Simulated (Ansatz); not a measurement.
`[CH3][GeH]([Cl])[C]#N` + H–F → `N#[C][GeH]([F])[Cl]` + CH₄ at 400 K and 1 bar (ligand exchange at a Ge–C bond).

Computed with Ansatz on PBE0-D4/def2-TZVP structures; ΔE is electronic, products minus reactants. CCSD(T)/CBS is the MP2 limit (def2-TZVPP, def2-QZVPP) plus CCSD(T) − MP2 in def2-TZVPP, frozen cores. This one scheme is used for every species. For Ge outer-core shells are correlated without core-valence functions, which leaves a few kJ/mol of doubt a bond. Scalar relativity is left out up to krypton.

```
                species  CCSD(T)/CBS energy (Eh)  H − E (kJ/mol)  S (J/(mol·K))
`[CH3][GeH]([Cl])[C]#N`              -2669.14278           176.6          394.3
                    H–F               -100.39570            36.5          182.2
  `N#[C][GeH]([F])[Cl]`              -2729.09452            81.7          370.4
                    CH₄                -40.46206           131.3          197.2
```

H − E and S are ideal-gas, rigid-rotor, harmonic terms from PBE0-D4/def2-TZVP, for one conformer and one mirror image of each species. 1 Eh = 2625.50 kJ/mol, R = 8.31446 J/(mol·K).

Task: By hand: ΔE, ΔH, ΔS and ΔG.

Result: ΔE = (-2729.09452) + (-40.46206) − (-2669.14278) − (-100.39570) = -0.01810 Eh = -47.5 kJ/mol. Δ(H − E) = 81.7 + 131.3 − 176.6 − 36.5 = -0.1, so ΔH = -47.6 kJ/mol. ΔS = 370.4 + 197.2 − 394.3 − 182.2 = -8.9 J/(mol·K). ΔG = -47.6 − 400 × (-8.9)/1000 = -44.0 kJ/mol.

Task: By hand: the equilibrium constant, and the temperature at which ΔG would vanish if ΔH and ΔS stayed fixed.

Result: log₁₀ K = −ΔG/(RT ln 10) = 5.7. ΔG = 0 at ΔH/ΔS = 5348 K, far beyond where these terms or the molecules hold.

The number of gas molecules stays the same, so ΔS is small and ΔH decides. A doubt of 5 kJ/mol in ΔE shifts log₁₀ K by 0.7 here. Other conformers and mirror images would add mixing entropy, several J/(mol·K) or more a flexible species. These are equilibria of isolated gas molecules and say nothing of rates. Largest T1 diagnostic: 0.012 (customary marks: 0.02 for closed shells, 0.045 for open ones).
